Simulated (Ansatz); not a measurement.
Reaction (ligand exchange at the Si–C bond): `C[SiH](S)CO` + CH₃SH → `CS[SiH](C)S` + CH₃OH

Gas-phase electronic energies from Ansatz, PBE0-D4/def2-TZVP geometries. CCSD(T)/CBS is the MP2 limit (def2-TZVPP, def2-QZVPP) plus CCSD(T) − MP2 in def2-TZVPP, frozen cores. This one scheme is used for every species. Functionals use def2-TZVPP. One conformer a species, not always the lowest.

```tsv
level	ΔE (eV)
PBE-D4	-0.78
r2SCAN-D4	-0.80
PBE0-D4	-0.81
r2SCAN	-0.79
HF/def2-TZVPP	-0.81
SCS-MP2/def2-QZVPP	-0.84
HF/CBS(def2)	-0.81
MP2/CBS(def2)	-0.89
```

Problem. What does CCSD(T)/CBS give? (An estimate is asked.)

Solution. Ansatz gave: -0.81 eV. The listed levels differ from it by 0.03, 0.01, 0.00, 0.02, 0.00, -0.03, 0.00, -0.08 eV.

Largest T1 diagnostic among the species: 0.011.

From PBE to PBE0 (25 % exact exchange), in def2-TZVPP and without D4, ΔE moves by −0.03 eV. The D4 term adds −0.06 eV with B3LYP and −0.04 eV with PBE0; it sums over pairs of atoms, weighted by their polarisabilities, and B3LYP, whose exchange is more repulsive, gets the larger term.

B3LYP here is the variant with VWN-RPA as its local correlation; programs differ in this.
